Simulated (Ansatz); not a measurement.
BrHSn (SMILES [Br][SnH]) moved off its minimum; all values from Ansatz (an electronic-structure program), cores frozen in correlated methods. Elements past Kr take the def2 small-core potentials, without spin–orbit coupling.
(charge 0, multiplicity 1)
```xyz
3

Sn    -0.6653    -0.4991     0.6470
H     -1.8018    -1.1506    -0.5315
Br     0.8566     0.7161    -0.9437
```

Forces at wB97M-V/def2-TZVPP (eV/Å):

| atom | Fx | Fy | Fz |
|---|---|---|---|
| Sn1 | 0.009 | -0.025 | 0.282 |
| H2 | 0.078 | 0.073 | -0.179 |
| Br3 | -0.087 | -0.048 | -0.103 |

### Question
Give the forces (eV/Å), the total energy and the dipole at CCSD(T)/def2-TZVPPD.

### Answer

| atom | Fx | Fy | Fz |
|---|---|---|---|
| Sn1 | -0.015 | -0.076 | 0.603 |
| H2 | -0.083 | -0.022 | -0.323 |
| Br3 | 0.098 | 0.097 | -0.280 |
Energy -2786.6774 hartree, dipole 2.40 D.
